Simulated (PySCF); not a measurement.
PySCF job for GeCl2I2, SMILES [Cl][Ge]([Cl])([I])[I], C-PCM-ωB97X/def2-SVP. Coordinates come from a PBE-D3(BJ)/def2-SVP optimisation. The def2 effective core potentials stand for the cores of I; spin–orbit coupling is left out.

```python
import numpy as np
from pyscf import gto, scf, dft
from pyscf.solvent import pcm

mol = gto.M(
    atom='''
    Cl    0.00000000    1.74453373    1.90106091
    Ge   -0.00000000    0.00000000    0.62019058
    Cl   -0.00000001   -1.74453373    1.90106091
    I    -2.08416947    0.00000000   -0.79700160
    I     2.08416947   -0.00000000   -0.79700160
    ''',
    basis='def2-SVP',
    ecp={'I': 'def2-svp'},
    charge=0,
    spin=0,
    max_memory=1600,
    verbose=3,
)
mf = dft.RKS(mol, xc='wb97x').density_fit(auxbasis='def2-universal-jkfit')
mf.grids.level = 3
mf.conv_tol = 1e-9
mf.max_cycle = 100
mf.kernel()
res = {}
for name, eps in {'water': 78.355, 'n-hexane': 1.8819, 'cyclohexanone': 15.619}.items():
    s = mf.PCM()
    s.with_solvent.method, s.with_solvent.eps, s.with_solvent.lebedev_order = 'C-PCM', eps, 29
    s.kernel(mf.make_rdm1())
    res[name] = (s.e_tot, eps, s.dip_moment(), s.mo_energy, s.converged)
    print(f'{name}: electrostatic solvation free energy {(s.e_tot - mf.e_tot) * 627.509474:.3f} kcal/mol')
```

It prints:

```
converged SCF energy = -3592.55238890984

WARN: PCM is an experimental feature. It is still in testing.
Features and APIs may be changed in the future.

converged SCF energy = -3592.55523125861
Dipole moment(X, Y, Z, Debye):  0.00000,  0.00000, -1.58738
water: electrostatic solvation free energy -1.784 kcal/mol

WARN: PCM is an experimental feature. It is still in testing.
Features and APIs may be changed in the future.

converged SCF energy = -3592.55368418456
Dipole moment(X, Y, Z, Debye):  0.00000, -0.00000, -1.31473
n-hexane: electrostatic solvation free energy -0.813 kcal/mol

WARN: PCM is an experimental feature. It is still in testing.
Features and APIs may be changed in the future.

converged SCF energy = -3592.55507177299
Dipole moment(X, Y, Z, Debye):  0.00000, -0.00000, -1.55604
cyclohexanone: electrostatic solvation free energy -1.684 kcal/mol
```

Self-consistency was reached.
